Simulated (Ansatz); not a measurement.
Molecule: SiCl, charge 0, multiplicity 2. 
Structure (B3LYP-D3(BJ)/def2-TZVP (Ansatz, a quantum-chemistry and plane-wave program) minimum search):
```
Si
Cl 1 2.0838
```
Charge 0, spin multiplicity 2.

Basis-set convergence of Hartree-Fock and MP2 correlation energies (hartree) with Ansatz. Valence correlation only, unless marked. UHF or UKS for open shells. No spin-orbit coupling. No relativistic terms.

| basis | functions | E(HF) | E(corr, MP2) |
|---|---|---|---|
| cc-pV(D+d)Z | 46 | -748.42888 | -0.19609 |
| cc-pV(T+d)Z | 78 | -748.45503 | -0.26165 |
| cc-pV(Q+d)Z | 128 | -748.46098 | -0.28710 |
| cc-pV(5+d)Z | 200 | -748.46208 | -0.29806 |

Extrapolating the two largest sets (X = 4 and 5) as X^-3: E(corr) = (125·(-0.29806) - 64·(-0.28710))/61 = -0.3096 Eh, an estimate of the basis-set limit. The largest set recovers 96.3 % of it, the smallest 63.3 %.
